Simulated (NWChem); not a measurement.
Species: ZnF cation; SMILES [F][Zn+]

```xyz
2

Zn     0.0000     0.0000    -0.3923
F      0.0000     0.0000     1.3267
```
Atoms are numbered in this order, from 1.

Results from NWChem. Coordinates come from a PBE0/def2-SVP optimisation. Vertical excitations in the gas phase; the lowest state need not have the same character in each row.

For level B3LYP/def2-SVPD, TDA:

```yaml
lowest excitation, singlet (eV): 3.07
orbital gap (eV): 4.47
```

Task: What are these values for level LDA (Slater exchange, VWN5)/def2-SVPD, TDA?

Result: 
| Property | Result |
|---|---|
| lowest excitation, singlet (eV) | 2.68 |
| orbital gap (eV) | 2.47 |
